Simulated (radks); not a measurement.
Q: The lithium anion Li-, [He] 2s2, held by a Watson sphere: a shell of charge +1 at radius R that stands for the Madelung well of a crystal (potential energy -1/R inside, -1/r outside, in hartree with lengths in bohr). Method: non-relativistic Kohn-Sham, PBEsol, spin-polarised, spherical densities, point nucleus; computed with a radial shooting solver on a logarithmic mesh with Libxc functionals. Response by self-consistent Sternheimer equations with the Hartree and adiabatic LDA kernel. The sphere does not respond.

R (bohr)  e(1s) (eV)  e(2s) (eV)  <r> 2s (bohr)  sum of <r^2> (bohr^2)  X-ray form factor at sin(theta)/lambda = 0.3 1/angstrom  alpha (bohr^3)
1.58         -55.534      -4.687          3.104                  23.77                                                    1.471           77.20
2.24         -52.033      -4.436          3.301                  26.53                                                    1.472           90.83
3.11         -50.499      -4.004          3.621                  31.53                                                    1.487           121.1
3.42         -50.265      -3.845          3.738                  33.50                                                    1.491           134.8

Estimate the row for R = 3.57 bohr.

A: e(1s) (eV) -50.179; e(2s) (eV) -3.769; <r> 2s (bohr) 3.793; sum of <r^2> (bohr^2) 34.48; X-ray form factor at sin(theta)/lambda = 0.3 1/angstrom 1.493; alpha (bohr^3) 141.9.
